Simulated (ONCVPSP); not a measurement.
# Building the ONCV potential for Bi (Z = 83) (PBE, scalar-relativistic).

- Element: bismuth
- Generator: ONCVPSP 4.0.1
- Type: optimised norm-conserving Vanderbilt (ONCV)
- Functional: PBE
- Relativity: scalar-relativistic
- Frozen core: [Xe] 4f14
- Valence charge: 15
- Reference configuration: 5d10 6s2 6p1 (charge +2)
- Partial waves: 6s: rc 1.60 bohr, ncon 4, nbas 9, qcut 3.9 1/bohr, local; 6p: rc 1.80 bohr, ncon 4, nbas 7, qcut 4.1 1/bohr, 1 projector; 5d: rc 1.60 bohr, ncon 4, nbas 9, qcut 8.2 1/bohr, 2 projectors, debl 2.6 Ha
- Local potential: the s channel
- Core correction: none

All-electron outer shells of the reference configuration (PBE, scalar-relativistic, ld1.x):

```tsv
shell	level (eV)	outermost node (bohr)	outermost maximum (bohr)
4f	-170.21	–	0.34
5p	-113.42	0.48	0.86
5d	-44.53	0.51	1.03
6s	-30.71	0.98	1.83
6p	-19.19	1.14	2.27
```

Results:

```json
{
 "Cutoffs needed": "57 Ha and 94 Ha (the cutoffs (Ha) at which the residual kinetic energy of the hardest occupied pseudo-wave falls to 1 and 0.1 mHa per electron)",
 "Ghost test": "no bound ghost flagged; no localised positive-energy state flagged",
 "Largest excitation error": "+26 meV (all-electron minus pseudo) for 5d10 6s2 6p3, out of 4 test configurations"
}
```

Generation and tests took about 2.5 s on one core of a shared server CPU.
